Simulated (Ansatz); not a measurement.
C$_{2}$H$_{8}$BNSi, SMILES `C=NBC[SiH3]`. Charge 0, multiplicity 1.

```xyz
13

C     1.020   -0.227    2.509
N     0.151   -0.120    1.632
B    -0.798    0.006    0.665
C    -0.637   -0.659   -0.747
Si    0.039    0.581   -1.982
H     0.985   -1.026    3.257
H     1.859    0.474    2.576
H    -1.749    0.688    0.935
H    -1.608   -0.992   -1.128
H     0.042   -1.516   -0.734
H     1.406    1.016   -1.585
H     0.119   -0.011   -3.346
H    -0.829    1.788   -2.052
```

Question: What are the harmonic wavenumbers in cm⁻¹ at PBE0-D4/def2-TZVP (Ansatz, finite differences of forces, unscaled)? (Estimate.)

Answer: Ansatz gave: 43, 114, 150, 189, 200, 473, 516, 532, 610, 729, 792, 865, 924, 939, 949, 952, 994, 1052, 1067, 1083, 1188, 1270, 1415, 1535, 1955, 2210, 2217, 2220, 2587, 3029, 3059, 3099, 3118.

Question: Is this a minimum?

Answer: Yes, all 33 modes are real.

Question: Give the ideal-gas thermochemistry at 298.15 K and 1 bar (rigid rotor, harmonic oscillator; point group C1, symmetry number 1).

Answer: Zero-point energy 251.7 kJ/mol; H(298) − E = 274.1 kJ/mol; entropy 357.3 J/(mol·K), of which translation 164.3, rotation 112.4, vibration 80.5; G(298) − E = 167.5 kJ/mol. Modes under 100 cm⁻¹ are hindered rotations or soft bends, so the harmonic entropy is rough.

Question: And at 400, 500, 600, 800 and 1000 K?

Answer: 
```
T (K)  H − E (kJ/mol)  S (J/mol/K)  G − E (kJ/mol)
  400           287.4        395.5           129.2
  500           303.0        430.2            87.9
  600           320.7        462.4            43.2
  800           361.0        520.2           -55.2
 1000           406.2        570.6          -164.4
```
